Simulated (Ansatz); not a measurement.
One change: `O[SiH2]N[SiH2]F` becomes `O[SiH2][NH][ZnH]`.

Ansatz, PBE0-D4/def2-TZVP geometries, multiplicity 1. Each molecule was computed in one conformer, which needn't be the lowest.

Scalar relativity is left out up to krypton.

| property | `O[SiH2]N[SiH2]F` |
| --- | --- |
| LUMO energy (PBE0/def2-TZVPP) / eV | 0.31 |
| HOMO energy (PBE0/def2-TZVPP) / eV | -8.42 |
| HOMO–LUMO gap (PBE/def2-TZVPP) / eV | 6.48 |
| HOMO–LUMO gap (B3LYP/def2-TZVPP) / eV | 8.20 |
| size of the dipole moment (PBE/def2-TZVPP) / D | 1.91 |
| LUMO energy (ωB97M-V/def2-TZVPP) / eV | 1.83 |

(1) Give the same properties after the change, and the shifts. (Best estimate.)

## Answers

(1) Computed: 
```
                                      property  `O[SiH2][NH][ZnH]`  shift
            LUMO energy (PBE0/def2-TZVPP) / eV               -0.20  -0.51
            HOMO energy (PBE0/def2-TZVPP) / eV               -7.06   1.36
           HOMO–LUMO gap (PBE/def2-TZVPP) / eV                4.78  -1.70
         HOMO–LUMO gap (B3LYP/def2-TZVPP) / eV                6.36  -1.84
size of the dipole moment (PBE/def2-TZVPP) / D                0.68  -1.23
         LUMO energy (ωB97M-V/def2-TZVPP) / eV                1.17  -0.66
```

With PBE0 the HOMO rises by 1.36 eV and the LUMO falls by 0.51 eV, so the gap narrows by about 1.87 eV. PBE moves the HOMO by 1.24 eV and ωB97M-V by 1.41 eV. Dipoles are sizes alone; their direction can turn.

Positive LUMOs are unbound, so they and the gaps depend on the basis.

B3LYP here is the variant with VWN-RPA as its local correlation; programs differ in this.
